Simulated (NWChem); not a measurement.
All runs are NWChem calculations. System: F₅Sb, charge 0, spin multiplicity 1, at a geometry optimised with B3LYP/def2-SVP with def2 effective core potentials on Sb. The structure started from a generated list of species. Level: MP2/def2-SVP with def2 effective core potentials on Sb, 9 core orbitals frozen.

Output (cleaned and shortened):

```
             Northwest Computational Chemistry Package (NWChem) 7.3.0
             --------------------------------------------------------

                                NWChem Input Module
                                -------------------

 Scaling coordinates for geometry "geometry" by  1.889725989
 (inverse scale =  0.529177249)

 Turning off AUTOSYM since
 SYMMETRY directive was detected!

                             Geometry "geometry" -> ""
                             -------------------------

 Output coordinates in angstroms (scale by  1.889725989 to convert to a.u.)

  No.       Tag          Charge          X              Y              Z
 ---- ---------------- ---------- -------------- -------------- --------------
    1 Sb                  51.0000     0.00000000     0.00000000     0.00081400
    2 F                    9.0000    -1.90465700     0.00000000     0.00592400
    3 F                    9.0000     1.90465700     0.00000000     0.00592400
    4 F                    9.0000     0.00000000    -1.64663800     0.93864100
    5 F                    9.0000     0.00000000     0.00000000    -1.89374400
    6 F                    9.0000     0.00000000     1.64663800     0.93864100

 Effective nuclear repulsion energy (a.u.)     785.7675820741

            Nuclear Dipole moment (a.u.)
            ----------------------------
        X                 Y               Z
 ---------------- ---------------- ----------------
     0.0000000000     0.0000000000    -0.0000226767

      Symmetry information
      --------------------

 Group name             C2v
 Group number             16
 Group order               4
 No. of unique centers     4

      Symmetry unique atoms

     1    2    4    5


 Summary of "ao basis" -> "" (spherical)
 ------------------------------------------------------------------------------
       Tag                 Description            Shells   Functions and Types
 ---------------- ------------------------------  ------  ---------------------
 *                          def2-svp                  on all atoms

 Summary of "ao basis" -> "ao basis" (spherical)
 ------------------------------------------------------------------------------
       Tag                 Description            Shells   Functions and Types
 ---------------- ------------------------------  ------  ---------------------
 Sb                         def2-svp                10       26   4s4p2d
 F                          def2-svp                 6       14   3s2p1d
[...]
    1 Sb  23    20.58   2.10 -0.09  0.84 -0.04  2.98  3.04  1.07  0.14  9.89  0.65
    2 F    9     9.49   1.99  1.12  0.85  3.30  2.23  0.00
    3 F    9     9.49   1.99  1.12  0.85  3.30  2.23  0.00
    4 F    9     9.48   1.99  1.12  0.85  3.29  2.22  0.00
    5 F    9     9.48   1.99  1.12  0.85  3.29  2.22  0.00
    6 F    9     9.48   1.99  1.12  0.85  3.29  2.22  0.00

       Multipole analysis of the density wrt the origin
       ------------------------------------------------

     L   x y z        total         open         nuclear
     -   - - -        -----         ----         -------
     0   0 0 0     -0.000000      0.000000     68.000000

     1   1 0 0      0.000000      0.000000      0.000000
     1   0 1 0     -0.000000      0.000000      0.000000
     1   0 0 1      0.008444      0.000000     -0.043093

     2   2 0 0    -42.741051      0.000000    233.186676
     2   1 1 0     -0.000000      0.000000      0.000000
     2   1 0 1      0.000000      0.000000      0.000000
     2   0 2 0    -38.952149      0.000000    174.287582
     2   0 1 1      0.000000      0.000000      0.000000
     2   0 0 2    -38.828394      0.000000    171.896354

                   NWChem MP2 Semi-direct Energy/Gradient Module
                   ---------------------------------------------

  Basis functions       =     96
  Molecular orbitals    =     96
  Frozen core           =      9
  Frozen virtuals       =      0
  Active alpha occupied =     25
  Active beta occupied  =     25
  Active alpha virtual  =     62
  Active beta virtual   =     62
  Use MO symmetry       = T
  Use skeleton AO sym   = T

  AO/Fock/Back tols     =   1.0D-09  1.0D-09  1.0D-09

 GA uses MA = F    GA memory limited = T

 Available:
  local mem=  1.26D+08
 global mem=  1.44D+08
 local disk=  0.00D+00
  mp2_memr nvloc                    62
  nvloc new                    62
   1 passes of  25:        3145728                      58325                  22903447.
   1 passes of  25: M    126148144           G      144160768           F     123002416.

 Semi-direct pass number   1 of   1  for RHF alpha+beta  at        1.0s
  vrange nnbf                  4343
  mp2_eaftype                    87  avail_ma_in_mb                  1099
 EAF : mp2_eaftype filesize          87   11451724.
  mp2_eaf for mointskh                     87
Node 0 wrote     53.9 Mb in      0.0 s     Agg I/O rate:  1762.0 Mb/s
 Done moints_semi at        3.6s
  mp2_eaftype                    87  avail_ma_in_mb                  1012
 EAF : mp2_eaftype filesize          87   11451724.
  mp2_eaf for kh                    87
 Done maket at        3.8s
 Done multipass loop at        3.8s

          -------------------------------------------
          SCF energy                -736.045864082203
          Correlation energy          -1.083982477649
          Singlet pairs               -0.626103441642
          Triplet pairs               -0.457879036007
          Total MP2 energy          -737.129846559852
          -------------------------------------------

          ---------------------------------------------------
                    Spin Component Scaled (SCS) MP2
          Same spin pairs                     -0.305252690671
          Same spin scaling factor             0.333333333333
          Opposite spin pairs                 -0.778729786977
          Opposite spin scaling fact.          1.200000000000
          SCS-MP2 correlation energy          -1.036226641263
          Total SCS-MP2 energy              -737.082090723467
          ---------------------------------------------------

 -----------------------
 Performance information
 -----------------------

 Timer overhead =  1.54D-07 seconds/call

               Nr. of calls         CPU time (s)                 Wall time (s)                GFlops
             ---------------    -------------------     ------------------------------   -------------------
Name         Min   Avg   Max    Min     Avg     Max     Min     Avg     Max   Mx/calls   Min     Max     Sum
mp2: moin     1     1     1    2.6     2.6     2.6      2.6     2.6     2.6     2.6      0.0     0.0     0.0
mp2: make     1     1     1   0.24    0.24    0.24     0.24    0.24    0.24    0.24      0.0     0.0     0.0
mp2: tota     1     1     1    2.8     2.8     2.8      2.8     2.8     2.8     2.8      0.0     0.0     0.0

 The average no. of pstat calls per process was 3.00D+00
 with a timing overhead of 4.63D-07s

 Task  times  cpu:        3.8s     wall:        3.8s

 Total times  cpu:        3.8s     wall:        3.8s
```

Problem. Write an NWChem input that would produce this output.

Solution. One answer among several that fit: 
```
start mol
memory heap 200 mb stack 900 mb global 1100 mb
geometry units angstroms nocenter noautoz
  Sb     0.000000     0.000000     0.000814
  F     -1.904657     0.000000     0.005924
  F      1.904657     0.000000     0.005924
  F      0.000000    -1.646638     0.938641
  F      0.000000     0.000000    -1.893744
  F      0.000000     1.646638     0.938641
  symmetry group C2v
end
basis spherical
  * library def2-svp
end
ecp
  Sb library def2-ecp
end
scf
  rhf
  nopen 0
  maxiter 100
  thresh 1e-7
  semidirect memsize 60000000 filesize 0
end
mp2
  freeze core 9
end
task mp2 energy
```
